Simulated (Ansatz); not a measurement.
Basis-set extrapolation for H$_{6}$N$_{2}$O$_{2}$Si$_{2}$, SMILES `O[Si@H]1N[Si@@H](O)N1` (PBE0-D4/def2-TZVP geometry, frozen core, Ansatz). Multiplicity 1, RHF reference.

|  | def2-TZVPP | def2-QZVPP |
| --- | --- | --- |
| HF | -840.359330 | -840.391547 |
| MP2 correlation | -1.126011 | -1.214868 |
| CCSD(T) correlation | -1.198926 | not run |

Energies in hartree. Use E(X) = E(∞) + A·exp(−7.88·√X) for Hartree–Fock and E(X) = E(∞) + B·X^(−2.97) for correlation, with X = 3 and 4, and add CCSD(T) minus MP2 of the smaller set to the MP2 limit.

Task: What is the CCSD(T) energy at the basis-set limit?

Result: HF limit: -840.391547 + (-0.032217) × 0.13774 = -840.39598. MP2 limit: -1.214868 + (-0.088857) × 0.74074 = -1.28069. Higher-order term: -1.198926 − (-1.126011) = -0.07291. Total: -841.74958 hartree, 502.3 kJ/mol below CCSD(T)/def2-TZVPP.
